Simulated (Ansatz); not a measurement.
Reactions of BrCl2HSn, SMILES `[Cl][SnH]([Cl])[Br]`.

Gas-phase electronic energies from Ansatz, PBE0-D4/def2-TZVP geometries. CBS: MP2 limit from def2 TZ/QZ plus the TZ coupled-cluster correction, frozen cores. This one scheme is used for every species, atoms too. Open shells (•) are unrestricted, without spin–orbit coupling. Spin–orbit coupling would lower the free atoms: a little for Cl; clearly for Br; strongly for Sn. def2 core potentials past Kr. Bonds to Br, Sn are less sure, by a few kJ/mol each and by 10 to 20 or more in all where they break to atoms, as the def2 sets lack core-valence functions. Scalar relativity is left out up to krypton. One conformer a species, not always the lowest.

Q: Order these by ΔE at CCSD(T)/CBS, lowest first. (Best estimate.)
A. `[Cl][SnH]([Cl])[Br]` + H₂ → `[Cl][SnH2][Br]` + HCl
B. `[Cl][SnH]([Cl])[Br]` + HCl → `[Cl][SnH]([Cl])[Cl]` + HBr
C. `[Cl][SnH]([Cl])[Br]` + H₂ → `[Cl][SnH2][Cl]` + HBr
D. `[Cl][SnH]([Cl])[Br]` + CH₃SH → `C[S][SnH]([Cl])[Cl]` + HBr
E. `[Cl][SnH]([Cl])[Br]` → Br• + 2 Cl• + H• + Sn•
F. `[Cl][SnH]([Cl])[Br]` → `[Cl][Sn][Br]` + HCl
G. `[Cl][SnH]([Cl])[Br]` + H₂O → `[OH][SnH]([Cl])[Br]` + HCl

A: B (+16.3 kJ/mol), D (+30.8 kJ/mol), F (+46.5 kJ/mol), G (+60.8 kJ/mol), A (+68.9 kJ/mol), C (+84.7 kJ/mol), E (+1257.1 kJ/mol).

Largest T1 diagnostic: 0.012, for `[Cl][Sn][Br]`.
